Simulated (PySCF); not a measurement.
# What a mistake does to a calculation on AlBCH7N

These are calculations, not measurements. The program is PySCF 2.14.0, an open-source quantum chemistry code, run on an isolated molecule that a program drew, which may never have been made. The molecule is AlBCH7N (charge 0, singlet), drawn as the SMILES string `NB[CH2][AlH2]`.

Each row is a Hartree-Fock (HF) and frozen-core CCSD(T) single point in the cc-pV(D+d)Z basis, meant for a local HF minimum. Run 1 is clean. Each other run has one planted mistake out of seven kinds, and not every kind appears here: one electron removed, one electron added, multiplicity raised by two, geometry at a saddle point, minimal basis STO-3G, one bond length entered in bohr, all coordinates scaled. The reference is restricted for singlets and unrestricted otherwise, and also for a bond in bohr. Adding or removing an electron swaps singlet and doublet. Electrons count all cores. HOMO and LUMO are orbital energies over both spins, the gradient is its largest component, and the lowest frequency (negative if imaginary) is given only where the gradient is small. Bond lengths are over the 10 bonds as drawn. T1 is the CCSD diagnostic: over 0.02 (restricted) or 0.045 (unrestricted) a single reference is doubtful.

Geometry of the clean run:
```xyz
11
AlBCH7N, angstrom
N    -1.1154   -0.7184    1.8864
B     0.0347    0.0591    1.7058
C    -0.0226    1.6046    1.4175
Al    0.0353    1.9843   -0.5120
H    -1.0833   -1.7019    2.0518
H    -2.0389   -0.3376    1.9123
H     1.0927   -0.5232    1.7209
H    -0.9387    2.0624    1.8130
H     0.8448    2.1053    1.8642
H     1.4116    2.1658   -1.2749
H    -1.3139    2.1234   -1.3332
```

| run | electrons | basis functions | <S^2> | HOMO (eV) | LUMO (eV) | gradient (hartree/bohr) | lowest frequency (cm^-1) | mean bond (Å) | longest bond (Å) | T1 | HF (hartree) | CCSD(T) (hartree) | mistake |
|---|---|---|---|---|---|---|---|---|---|---|---|---|---|
| 1 | 38 | 100 | 0.000 | -10.40 | 1.47 | 1.6e-05 | 65 | 1.3509 | 1.967 | 0.0126 | -363.04567 | -363.58105 | no fault |
| 2 | 38 | 31 | 0.000 | -8.11 | 8.40 | 3.9e-02 | - | 1.3509 | 1.967 | 0.0153 | -358.65347 | -358.87922 | minimal basis STO-3G |
| 3 | 37 | 100 | 0.792 | -16.03 | -7.57 | 8.8e-02 | - | 1.3509 | 1.967 | 0.0397 | -362.71660 | -363.23268 | one electron removed |
| 4 | 39 | 100 | 0.765 | 0.60 | 7.62 | 2.5e-02 | - | 1.3509 | 1.967 | 0.0142 | -363.00695 | -363.55812 | one electron added |
| 5 | 38 | 100 | 1.005 | -7.06 | 1.24 | 2.7e-02 | - | 1.4755 | 2.645 | 0.0572 | -362.84848 | -363.34342 | one bond length entered in bohr |
| 6 | 38 | 100 | 2.020 | -4.78 | -1.94 | 1.1e-01 | - | 1.3509 | 1.967 | 0.0320 | -362.87241 | -363.40222 | ? |

**Which mistake was planted in run 6, and what did it cost?**

Electrons, basis and geometry are unchanged, and <S^2> is 2.020, beside S(S+1) = 2.00 for a multiplicity of 3. So the mistake is: multiplicity raised by two. Subtracting run 1 and multiplying by 627.51 kcal/mol a hartree, the energy moved by 108.7 kcal/mol in HF and 112.2 kcal/mol in CCSD(T).

Cautions from the logs. Run 4: the HOMO is above zero, so the electron isn't bound and the energy depends on the basis; run 5: T1 is over the limit, so its CCSD(T) energy is less reliable.
